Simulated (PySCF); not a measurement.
Species: C₅H₆FO (doublet state).
Atom-mapped SMILES: `[H]/[C:1]=[CH:2]\[C:3]1([F:4])[CH2:5][O:6][CH2:7]1` (hydrogens: H8 on C1; H9 on C2; H10, H11 on C5; H12, H13 on C7)

Structure used (GFN2-xTB), in Å, numbered top down from 1:
```
atom  x, y, z in Å
C1     2.446   -0.596    0.005
C2     1.257   -0.419    0.470
C3     0.054    0.067   -0.323
F4     0.402    0.308   -1.629
C5    -1.234   -0.755   -0.164
O6    -1.841    0.300    0.584
C7    -0.763    1.198    0.321
H8     2.973   -0.501   -0.914
H9     1.003   -0.609    1.507
H10   -1.744   -0.933   -1.115
H11   -1.160   -1.684    0.404
H12   -0.356    1.645    1.230
H13   -1.041    1.979   -0.393
```

The hyperfine couplings belong to this conformer and change with its torsions.

Level of theory: UKS B3LYP, pcH-1 on C F H O, non-relativistic, mean-field spin-orbit, GIAO in PySCF. Geometry: GFN2-xTB, one conformer, isolated molecule. The geometry wasn't refined by DFT: couplings that depend on bond lengths, twists or pyramidal angles can differ widely from those at the functional's own minimum. Stability of the SCF solution: not tested.

Principal values of hyperfine tensors in MHz (contact and dipolar terms together), for some of the nuclei:

| atom | isotope | A1 | A2 | A3 | alike by the symmetry of this geometry |
| --- | --- | --- | --- | --- | --- |
| H9 | 1H | 110.10 | 110.89 | 127.78 | none |
| C3 | 13C | 65.75 | 65.99 | 93.13 | none |
| H8 | 1H | 3.40 | 28.69 | 76.37 | none |
| C2 | 13C | -33.03 | -11.87 | 2.62 | none |
| F4 | 19F | 4.18 | 10.96 | 16.40 | none |
| C5 | 13C | -7.30 | -7.18 | -6.19 | C7 |
| H13 | 1H | 2.08 | 2.22 | 4.87 | H10 |
| H11 | 1H | 1.30 | 1.42 | 4.96 | H12 |

**Question.** Split each tensor into its isotropic and traceless parts, and turn a_iso into mT with g = 2.0023.

**Answer.** a_iso is a third of the trace, T = A − a_iso, and a(mT) = a(MHz)/(g × 13.996).

| atom | a_iso (MHz) | a_iso (mT) | T1 | T2 | T3 |
| --- | --- | --- | --- | --- | --- |
| H9 | 116.26 | 4.148 | -6.16 | -5.37 | 11.53 |
| C3 | 74.96 | 2.675 | -9.21 | -8.97 | 18.18 |
| H8 | 36.15 | 1.290 | -32.76 | -7.46 | 40.21 |
| C2 | -14.09 | -0.503 | -18.94 | 2.22 | 16.72 |
| F4 | 10.51 | 0.375 | -6.33 | 0.45 | 5.89 |
| C5 | -6.89 | -0.246 | -0.41 | -0.29 | 0.70 |
| H13 | 3.05 | 0.109 | -0.98 | -0.84 | 1.81 |
| H11 | 2.56 | 0.091 | -1.26 | -1.14 | 2.40 |

**Question.** What spin density at the nucleus of H9 lies behind its contact coupling (g_N = 5.58569)?

**Answer.** a_FC = (2μ0/3) gₑ μB g_N μN ρ(0)/(2S·h) = 800.24 MHz × g_N × ρ(0)/(2S), with ρ in bohr⁻³. With a_FC = 116.26 MHz and 2S = 1, ρ(0) = 0.02601 bohr⁻³. In magnitude that is 8.2 % of the 1/π = 0.318 of a free hydrogen atom.

**Question.** C1 (13C, g_N = 1.40482) isn't in the table. Its spin density at the nucleus is 0.2811 bohr⁻³. What is its contact coupling?

**Answer.** By the same relation, a_FC = 316.0 MHz. Its full tensor has the principal values 233.42, 255.37, 459.28 MHz.

**Question.** Name the largest traceless tensor T of the table and describe it.

**Answer.** H8: -32.8, -7.5, 40.2 MHz, rhombic: the two smaller values differ by 63 % of the largest.

**Question.** What first-order splitting does H8 cause when the field lies along A1, A2 or A3 of its tensor (g taken as isotropic, no quadrupole term)?

**Answer.** 2 lines (I = 1/2), spaced by |A_i|/(g × 13.996): 0.12, 1.02, 2.72 mT along the axes of A1, A2 and A3.
